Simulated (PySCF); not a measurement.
Job for PySCF: R-B3LYP/6-31G* on CH2F2 (SMILES FCF).

```python
from pyscf import gto, scf, dft, mp
from pyscf.data.elements import chemcore

mol = gto.M(
    atom='''
    F    -0.01156404   -1.07894406    3.87092952
    C     0.24928217    0.23952471    4.13317863
    F     1.39006477    0.30536462    4.88047309
    H    -0.57566149    0.63828118    4.72591529
    H     0.40748610    0.75371233    3.18646911
    ''',
    basis='6-31g*',
    cart=True,
    charge=0, spin=0, verbose=3, max_memory=1800)
mf = dft.RKS(mol, xc='b3lyp')
mf.conv_tol = 1e-8
mf.max_cycle = 100
mf.kernel()
if not mf.converged:
    mf = mf.newton().run(mf.mo_coeff, mf.mo_occ)
```

Output:

```
converged SCF energy = -238.972962103345
```

The run converged.

Cost: around 1.3 core-seconds (rough).
